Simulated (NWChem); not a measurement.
System: ZnF cation; SMILES [F][Zn+]

All runs: NWChem. The level has its own optimisation; frequencies are unscaled.

Q: What does the run give for B3LYP/3-21G? Quantities: r F–Zn (Å); highest harmonic frequency (cm⁻¹); zero-point energy (kcal/mol).

A: 
```yaml
r F–Zn (Å): 1.654
highest harmonic frequency (cm⁻¹): 834
zero-point energy (kcal/mol): 1.2
```
